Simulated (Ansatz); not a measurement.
Calculated with Ansatz (gas phase, PBE0-D4/def2-TZVP geometries, no zero-point term in ΔE). CBS: MP2 limit from def2 TZ/QZ plus the TZ coupled-cluster correction, frozen cores. Functionals use def2-TZVPP. B3LYP here is the variant with VWN-RPA as its local correlation; programs differ in this.

Consider the isomerisation: `FCC#C[SiH3]` → `F[SiH]1C=CC1`.

| level | ΔE (kJ/mol) | difference from CCSD(T)/CBS |
| --- | --- | --- |
| r2SCAN-D4 | -280.3 | -0.9 |
| PBE0-D4 | -287.3 | -7.9 |
| B3LYP-D4 | -261.1 | 18.3 |
| ωB97M-V | -281.9 | -2.5 |
| PBE | -270.5 | 8.9 |
| SCS-MP2/def2-TZVPP | -265.8 | 13.6 |
| CCSD/def2-TZVPP | -271.4 | 8.0 |
| CCSD(T)/def2-TZVPP | -271.7 | 7.7 |
| SCS-MP2/def2-QZVPP | -271.0 | 8.4 |
| MP2/CBS(def2) | -287.6 | -8.2 |
| CCSD(T)/CBS | -279.4 | 0 |

Largest T1 diagnostic among the species: 0.012.

The D4 term adds −5.8 kJ/mol with B3LYP and −2.8 kJ/mol with PBE0; it sums over pairs of atoms, weighted by their polarisabilities, and B3LYP, whose exchange is more repulsive, gets the larger term. From PBE to PBE0 (25 % exact exchange), in def2-TZVPP and without D4, ΔE moves by −14.1 kJ/mol. In def2-TZVPP, CCSD(T) changes the Hartree–Fock value by −20.2 kJ/mol (the triples alone add −0.3 kJ/mol) and MP2 by −28.5 kJ/mol.

CCSD(T)/CBS has its own doubt, a few kJ/mol and more with outer-core shells, so smaller differences from it don't rank the levels.
